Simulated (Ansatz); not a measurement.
`F[C@H]1C[Si@@H]1Cl` and `Cl[SiH]1CC1` differ in one atom or group.

Ansatz, PBE0-D4/def2-TZVP geometries, multiplicity 1. 

```json
{"property": "LUMO energy (B3LYP/def2-TZVPP) / eV", "`F[C@H]1C[Si@@H]1Cl`": "-0.20"}
{"property": "size of the dipole moment (ωB97M-V/def2-TZVPP) / D", "`F[C@H]1C[Si@@H]1Cl`": "1.15"}
{"property": "HOMO–LUMO gap (PBE/def2-TZVPP) / eV", "`F[C@H]1C[Si@@H]1Cl`": "5.05"}
{"property": "LUMO energy (PBE0/def2-TZVPP) / eV", "`F[C@H]1C[Si@@H]1Cl`": "0.02"}
{"property": "HOMO energy (ωB97M-V/def2-TZVPP) / eV", "`F[C@H]1C[Si@@H]1Cl`": "-9.43"}
{"property": "size of the dipole moment (PBE/def2-TZVPP) / D", "`F[C@H]1C[Si@@H]1Cl`": "1.04"}
```

(1) What does the change do to each property? (Estimate.)

Results:

(1) Ansatz gave: 
```csv
property,`Cl[SiH]1CC1`,shift
LUMO energy (B3LYP/def2-TZVPP) / eV,0.17,0.37
size of the dipole moment (ωB97M-V/def2-TZVPP) / D,1.17,0.02
HOMO–LUMO gap (PBE/def2-TZVPP) / eV,5.37,0.32
LUMO energy (PBE0/def2-TZVPP) / eV,0.41,0.39
HOMO energy (ωB97M-V/def2-TZVPP) / eV,-9.26,0.17
size of the dipole moment (PBE/def2-TZVPP) / D,1.24,0.20
```

With PBE0 the HOMO rises by 0.16 eV and the LUMO rises by 0.39 eV, so the gap widens by about 0.23 eV. PBE moves the HOMO by 0.07 eV and ωB97M-V by 0.17 eV. Dipoles are sizes alone; their direction can turn.

B3LYP here is the variant with VWN-RPA as its local correlation; programs differ in this.
